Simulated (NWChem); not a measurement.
C2HBF2; SMILES FB(F)C#C

Results from NWChem. The geometry was optimised at PBE0/def2-SVP. B3LYP is NWChem's, with the RPA form of VWN correlation. Ions are spin-unrestricted doublets at the neutral geometry; other ion states weren't tried.

| level | vertical ionisation energy, ΔSCF (eV) | −ε(HOMO) (eV) | ΔSCF minus −ε(HOMO) (eV) |
|---|---|---|---|
| B3LYP/def2-SVP | 11.50 | 8.46 | 3.04 |
| PBE/def2-SVP | 11.35 | 7.42 | 3.93 |
| CAM-B3LYP/def2-SVP | 11.54 | 10.11 | 1.43 |
| BHandHLYP/def2-SVP | 11.37 | 9.90 | 1.47 |
| M06-2X/def2-SVP | 11.63 | 10.06 | 1.57 |
